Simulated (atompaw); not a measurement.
**u(r) = r·R(r): atom against pseudo-atom (C)**

Columns: radius, all-electron u(r) and pseudo u(r) of the 2s shell (level -13.75 eV) of carbon in the configuration [He] 2s2 2p2; PBE, scalar-relativistic, PAW (atompaw) scheme, atompaw 4.2.0.5.

| r (bohr) | all-electron | pseudo |
| --- | --- | --- |
| 0.115 | -0.3438 | 0.0892 |
| 0.231 | -0.2714 | 0.1774 |
| 0.346 | -0.0621 | 0.2615 |
| 0.462 | 0.1704 | 0.3413 |
| 0.577 | 0.3752 | 0.4140 |
| 0.692 | 0.5399 | 0.4790 |
| 0.808 | 0.6636 | 0.5359 |
| 0.923 | 0.7467 | 0.5828 |
| 1.038 | 0.7962 | 0.6197 |
| 1.154 | 0.8182 | 0.6467 |
| 1.269 | 0.8187 | 0.6632 |
| 1.385 | 0.8029 | 0.6700 |
| 1.500 | 0.7757 | 0.6675 |
| 1.615 | 0.7405 | 0.6565 |
| 1.731 | 0.6999 | 0.6379 |
| 1.846 | 0.6567 | 0.6133 |
| 1.962 | 0.6119 | 0.5833 |
| 2.077 | 0.5675 | 0.5498 |
| 2.192 | 0.5241 | 0.5140 |
| 2.308 | 0.4817 | 0.4767 |
| 2.423 | 0.4418 | 0.4395 |
| 2.538 | 0.4040 | 0.4032 |
| 2.654 | 0.3683 | 0.3681 |
| 2.769 | 0.3354 | 0.3354 |
| 2.885 | 0.3046 | 0.3046 |
| 3.000 | 0.2765 | 0.2765 |

(1) How many radial nodes do the two functions have?

(2) Where does each function peak?

(3) Is the pseudo-wave norm-conserving?

Answers

(1) The all-electron 2s function has n − l − 1 = 1; the pseudo-wave has 0, since the states of the same l below it are removed with the core.

(2) Outermost all-electron maximum near 1.27 bohr, pseudo maximum near 1.39 bohr (to the table’s step).

(3) No, it belongs to a PAW set: the norm inside the radius is not constrained, and the difference is carried by the augmentation charge.
